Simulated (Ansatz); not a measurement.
[Ce(NH3)6]3+ (CeN₆H₁₈³⁺). Total charge 3; doublet. Geometry PBE-D4/def2-SVP, basis def2-TZVP, Ansatz.

```xyz
25

Ce   -0.001    0.002   -0.001
N    -2.250   -1.165    0.753
H    -2.643   -1.852    0.081
H    -3.049   -0.525    0.923
H    -2.200   -1.710    1.635
N     2.261    1.170   -0.718
H     2.573    1.948   -0.106
H     2.264    1.602   -1.662
H     3.093    0.550   -0.746
N    -0.585   -0.504   -2.530
H    -0.239   -1.413   -2.892
H    -0.215    0.176   -3.221
H    -1.598   -0.535   -2.757
N     0.609    0.517    2.520
H     1.612    0.414    2.767
H     0.135   -0.077    3.227
H     0.389    1.479    2.842
N     1.226   -2.334    0.170
H     0.606   -3.166    0.137
H     1.771   -2.488    1.040
H     1.920   -2.534   -0.576
N    -1.261    2.317   -0.195
H    -0.649    3.145   -0.331
H    -1.837    2.587    0.625
H    -1.931    2.394   -0.984
```

| run | HOMO (eV) | LUMO (eV) |
| --- | --- | --- |
| A | -16.46 | -15.00 |
| B | -19.29 | -13.23 |
| C | -21.00 | -11.99 |
| D | -16.32 | -15.55 |

In the def2 sets Ce takes a core potential; there is no spin–orbit coupling. With an open 4f shell the SCF may have ended on a state above the lowest.

HOMO and LUMO are taken over both spins.

**Question.** The runs used CAM-B3LYP, PBE, PBE0, r2SCAN. Estimate which is which.

**Answer.** A r2SCAN (0 % exact exchange); B PBE0 (25 % exact exchange); C CAM-B3LYP (range-separated); D PBE (0 % exact exchange). Exact exchange lowers occupied and raises empty levels; among semilocal functionals meta-GGAs tend to open the gap a little, and such runs are hard to tell apart. The gap grows from 0.76 eV (PBE) to 9.01 eV (CAM-B3LYP).
